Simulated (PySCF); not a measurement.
# Reading the logs of faulty runs: H5OSi3

These are calculations, not measurements. They come from PySCF 2.14.0, an open-source quantum chemistry program, on an isolated molecule that a program drew, which may never have been made. The molecule is H5OSi3 (charge 0, doublet), drawn as the SMILES string `O=[SiH][SiH2][SiH2]`.

Each row is a Hartree-Fock (HF) and frozen-core CCSD(T) single point in the cc-pV(D+d)Z basis, meant for a local HF minimum. Run 1 is clean. Each other run has one planted mistake out of seven kinds, and not every kind appears here: one electron removed, one electron added, multiplicity raised by two, geometry at a saddle point, minimal basis STO-3G, one bond length entered in bohr, all coordinates scaled. The reference is restricted for singlets and unrestricted otherwise, and also for a bond in bohr. Adding or removing an electron swaps singlet and doublet. Electrons count all cores. HOMO and LUMO are orbital energies over both spins, the gradient is its largest component, and the lowest frequency (negative if imaginary) is given only where the gradient is small. Bond lengths are over the 8 bonds as drawn. T1 is the CCSD diagnostic: over 0.02 (restricted) or 0.045 (unrestricted) a single reference is doubtful.

Geometry of the clean run:
```xyz
9
H5OSi3, angstrom
O    -1.1162   -1.7468   -1.4650
Si   -0.0978   -1.1737   -0.5198
Si    0.5100    1.1087   -0.5985
Si   -0.7868    2.1541   -2.2651
H     0.5839   -1.9937    0.5113
H     0.3278    1.6757    0.7626
H     1.9550    1.1808   -0.9299
H    -0.4503    3.5902   -2.4183
H    -2.2382    1.9850   -2.0355
```

```
run  electrons  basis functions  <S^2>  HOMO (eV)  LUMO (eV)  gradient (hartree/bohr)  lowest frequency (cm^-1)  mean bond (Å)  longest bond (Å)      T1  HF (hartree)  CCSD(T) (hartree)               mistake
  1         55              108  0.758      -9.16       0.70                  1.1e-05                        46         1.7048             2.363  0.0214    -944.53219         -945.06429              no fault
  2         55               37  1.277      -6.29       6.26                  1.0e-01                         -         1.7048             2.363  0.0636    -933.46103         -933.68009  minimal basis STO-3G
  3         56              108  0.000      -1.19       5.11                  3.5e-02                         -         1.7048             2.363  0.0214    -944.53694         -945.10124                     ?
  4         54              108  0.000     -14.91      -7.15                  4.7e-02                         -         1.7048             2.363  0.0234    -944.23227         -944.75690                     ?
```

**Which mistake was planted in run 3, and what did it cost?**

It counts 56 electrons, one more than the clean run, at the same geometry and basis. So the mistake is: one electron added. Subtracting run 1 and multiplying by 627.51 kcal/mol a hartree, the energy moved by -3.0 kcal/mol in HF and -23.2 kcal/mol in CCSD(T).

**Which mistake was planted in run 4, and what did it cost?**

It counts 54 electrons, one fewer than the clean run, at the same geometry and basis. So the mistake is: one electron removed. Subtracting run 1 and multiplying by 627.51 kcal/mol a hartree, the energy moved by 188.2 kcal/mol in HF and 192.9 kcal/mol in CCSD(T).

Cautions from the logs. Run 2: T1 is over the limit, so its CCSD(T) energy is less reliable; run 3: T1 is over the limit, so its CCSD(T) energy is less reliable; run 4: T1 is over the limit, so its CCSD(T) energy is less reliable.
